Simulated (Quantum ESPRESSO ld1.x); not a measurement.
Pb42+, configuration [Kr] 4d4. Calculated with ld1.x of Quantum ESPRESSO 7.5: Dirac Kohn-Sham, PBE, spin-unpolarised, spherical densities, point nucleus; open shells fill j = l - 1/2 first.

Unscreened Slater integrals over Kohn-Sham orbitals (cm^-1). Large and small components are both included. Empty in this configuration: 4d5/2.

\begin{tabular}{lr}
integral & value \\ \hline
F0(4d3/2,4d3/2) & 546080 \\
F2(4d3/2,4d3/2) & 277000 \\
F0(4d3/2,4p3/2) & 536030 \\
F2(4d3/2,4p3/2) & 272510 \\
G1(4d3/2,4p3/2) & 330620 \\
G3(4d3/2,4p3/2) & 213580 \\
F0(4d3/2,4p1/2) & 554370 \\
G1(4d3/2,4p1/2) & 355950 \\
F0(4d3/2,4s1/2) & 551310 \\
G2(4d3/2,4s1/2) & 272210 \\
F0(4d3/2,4d5/2) & 540980 \\
F2(4d3/2,4d5/2) & 274690 \\
G2(4d3/2,4d5/2) & 272970 \\
G4(4d3/2,4d5/2) & 186160 \\
F0(4p3/2,4p3/2) & 528450 \\
F2(4p3/2,4p3/2) & 274200 \\
F0(4p3/2,4p1/2) & 545250 \\
G2(4p3/2,4p1/2) & 273890 \\
F0(4p3/2,4s1/2) & 542480 \\
G1(4p3/2,4s1/2) & 361400 \\
F0(4p3/2,4d5/2) & 531370 \\
F2(4p3/2,4d5/2) & 271160 \\
G1(4p3/2,4d5/2) & 333280 \\
G3(4p3/2,4d5/2) & 214640 \\
F0(4p1/2,4p1/2) & 564750 \\
F0(4p1/2,4s1/2) & 561320 \\
G1(4p1/2,4s1/2) & 374180 \\
F0(4p1/2,4d5/2) & 549020 \\
G3(4p1/2,4d5/2) & 223600 \\
F0(4s1/2,4s1/2) & 558410 \\
F0(4s1/2,4d5/2) & 546130 \\
G2(4s1/2,4d5/2) & 271050 \\
F0(4d5/2,4d5/2) & 536090 \\
F2(4d5/2,4d5/2) & 272760 \\
F4(4d5/2,4d5/2) & 185940 \\
\end{tabular}
